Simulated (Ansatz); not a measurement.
Pulling on the Sn1–H4 bond in CH6OSn (SMILES C[O][SnH3]) (multiplicity 1 held, fragments rigid). Energies count from the point at 1.714 Å.
Geometry at that point (charge 0, multiplicity 1):
```xyz
9

Sn     0.5636    -0.1421     0.0711
O     -1.1091     0.8744    -0.2396
C     -2.3497     0.1976    -0.2304
H      0.6786    -1.3329    -1.1566
H      1.7766     1.0486    -0.0264
H      0.4454    -0.8679     1.6196
H     -2.5589    -0.2801     0.7361
H     -2.4122    -0.5727    -1.0108
H     -3.1379     0.9306    -0.4194
```

Signs of static correlation in def2-SVP, with CASSCF(2,2), from Ansatz (a program for electronic structure) runs.

```json
[
 {"R (Å)": "1.371", "T1 of restricted CCSD": "0.012", "⟨S²⟩ of UHF": "0.000", "largest double amplitude of restricted CCSD": "0.029", "weight of the CASSCF reference in MRCISD": "0.886", "CASSCF natural occupations": "1.99 0.01"},
 {"R (Å)": "1.543", "T1 of restricted CCSD": "0.012", "⟨S²⟩ of UHF": "0.000", "largest double amplitude of restricted CCSD": "0.033", "weight of the CASSCF reference in MRCISD": "0.886", "CASSCF natural occupations": "1.98 0.02"},
 {"R (Å)": "1.714", "T1 of restricted CCSD": "0.012", "⟨S²⟩ of UHF": "0.000", "largest double amplitude of restricted CCSD": "0.036", "weight of the CASSCF reference in MRCISD": "0.886", "CASSCF natural occupations": "1.97 0.03"},
 {"R (Å)": "1.886", "T1 of restricted CCSD": "0.013", "⟨S²⟩ of UHF": "0.000", "largest double amplitude of restricted CCSD": "0.041", "weight of the CASSCF reference in MRCISD": "0.886", "CASSCF natural occupations": "1.96 0.04"},
 {"R (Å)": "2.057", "T1 of restricted CCSD": "0.013", "⟨S²⟩ of UHF": "0.000", "largest double amplitude of restricted CCSD": "0.059", "weight of the CASSCF reference in MRCISD": "0.886", "CASSCF natural occupations": "1.95 0.05"},
 {"R (Å)": "2.314", "T1 of restricted CCSD": "0.015", "⟨S²⟩ of UHF": "0.000", "largest double amplitude of restricted CCSD": "0.148", "weight of the CASSCF reference in MRCISD": "0.886", "CASSCF natural occupations": "1.91 0.09"},
 {"R (Å)": "2.571", "T1 of restricted CCSD": "0.017", "⟨S²⟩ of UHF": "0.472", "largest double amplitude of restricted CCSD": "0.215", "weight of the CASSCF reference in MRCISD": "0.886", "CASSCF natural occupations": "1.85 0.15"},
 {"R (Å)": "3.000", "T1 of restricted CCSD": "…", "⟨S²⟩ of UHF": "0.822", "largest double amplitude of restricted CCSD": "0.343", "weight of the CASSCF reference in MRCISD": "0.886", "CASSCF natural occupations": "1.69 0.31"},
 {"R (Å)": "3.428", "T1 of restricted CCSD": "0.036", "⟨S²⟩ of UHF": "0.942", "largest double amplitude of restricted CCSD": "0.493", "weight of the CASSCF reference in MRCISD": "0.886", "CASSCF natural occupations": "1.48 0.52"},
 {"R (Å)": "3.943", "T1 of restricted CCSD": "0.048", "⟨S²⟩ of UHF": "0.988", "largest double amplitude of restricted CCSD": "…", "weight of the CASSCF reference in MRCISD": "0.886", "CASSCF natural occupations": "1.27 0.73"},
 {"R (Å)": "4.628", "T1 of restricted CCSD": "0.058", "⟨S²⟩ of UHF": "1.002", "largest double amplitude of restricted CCSD": "0.833", "weight of the CASSCF reference in MRCISD": "0.886", "CASSCF natural occupations": "1.11 0.89"},
 {"R (Å)": "5.485", "T1 of restricted CCSD": "0.060", "⟨S²⟩ of UHF": "1.004", "largest double amplitude of restricted CCSD": "0.923", "weight of the CASSCF reference in MRCISD": "0.886", "CASSCF natural occupations": "1.03 0.97"}
]
```

Problem. Some entries are withheld; supply them.

Solution. 
- 3.000, T1 of restricted CCSD: 0.024
- 3.943, largest double amplitude of restricted CCSD: 0.669

Doubts at one or more of the structures used: a restricted determinant that unrestricted orbitals would lower (R-CCSD(T)/def2-SVP); other coupled-cluster roots lie near (R-CCSD(T)/def2-SVP); T1 above 0.05 (R-CCSD(T)/def2-SVP, U-CCSD(T)/def2-SVP); a spin-contaminated determinant (U-CCSD(T)/def2-SVP).
